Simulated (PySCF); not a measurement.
Species: C5H15NSi2.
Cartesian coordinates in Å at the PBE0-D3(BJ)/def2-SVP level; atoms count from 1:
```
atom  x, y, z in Å
C1    -2.7362    0.0147    0.6232
N2    -1.7756    0.6529   -0.2426
Si3   -0.4577    1.6545    0.2935
C4     0.8606    1.6923   -1.0730
C5     1.7386    0.4432   -0.9249
C6     2.3423    0.3153    0.4839
C7     3.2397   -0.9061    0.6379
Si8    0.9024    0.4233    1.7476
H9    -3.5875    0.6600    0.9176
H10   -3.1557   -0.8924    0.1556
H11   -2.2418   -0.3092    1.5537
H12   -2.1343    0.8348   -1.1749
H13   -0.8414    3.0464    0.7185
H14    1.4712    2.6056   -0.9525
H15    0.4066    1.7504   -2.0765
H16    1.1275   -0.4543   -1.1387
H17    2.5507    0.4436   -1.6748
H18    2.9446    1.2269    0.6669
H19    4.0573   -0.8995   -0.1038
H20    2.6705   -1.8385    0.4910
H21    3.6997   -0.9559    1.6373
H22    0.3560   -0.9430    2.0392
H23    1.3324    1.0387    3.0430
```

Method used: TDDFT CAM-B3LYP/def2-SVPD, vertical, gas phase, core orbitals frozen in the response (PySCF).

Transition dipole moments from the ground state, in atomic units and in the frame of the coordinates above (overall signs are arbitrary), for the states with f of 0.002 or more among the lowest 8:

```
state  E (hartree)      μx      μy      μz
   S2       0.2291   0.143  -0.138  -0.118
   S3       0.2355  -0.166  -0.243   0.228
   S4       0.2457  -0.188   0.065  -0.379
   S5       0.2502  -0.299  -0.243   0.251
   S6       0.2571  -0.542   0.467  -0.057
   S7       0.2627   0.669  -0.024  -0.053
   S8       0.2673   0.419  -0.475   0.018
```

Problem. What oscillator strength does each state have?

Solution. f = (2/3) ΔE |μ|² with ΔE in hartree (27.2114 eV).

| state | \|μ\|² (au) | \|μ\| (D) | f |
| --- | --- | --- | --- |
| S2 | 0.053 | 0.59 | 0.008 |
| S3 | 0.138 | 0.94 | 0.022 |
| S4 | 0.184 | 1.09 | 0.030 |
| S5 | 0.212 | 1.17 | 0.035 |
| S6 | 0.515 | 1.82 | 0.088 |
| S7 | 0.451 | 1.71 | 0.079 |
| S8 | 0.402 | 1.61 | 0.072 |

Problem. What angle do the transition dipoles of S3 and S8 make?

Solution. |cos θ| = |μa·μb| / (|μa| |μb|) = 0.21, so θ ≈ 78° (taken between 0 and 90°, since the signs are arbitrary).

Problem. How is the summed strength of these states shared among x, y and z?

Solution. (2/3) Σ ΔE μα² gives 0.188 for x, 0.100 for y and 0.045 for z, 0.334 in all.

Problem. What peak molar absorption coefficient would the strongest computed level give as a lone Gaussian band 0.5 eV wide at half height?

Solution. ε(max) = 2.175×10⁸ f / FWHM, with the width in cm⁻¹. S6: 2.175×10⁸ × 0.0883 / 4033 ≈ 4800 L mol⁻¹ cm⁻¹.

All these states lie below the vertical ionisation energy of 8.48 eV (ΔSCF).

One conformer stands for the species.

Without π bonds the low states may be Rydberg-like; a valence basis with one diffuse set may place them up to an eV too high.
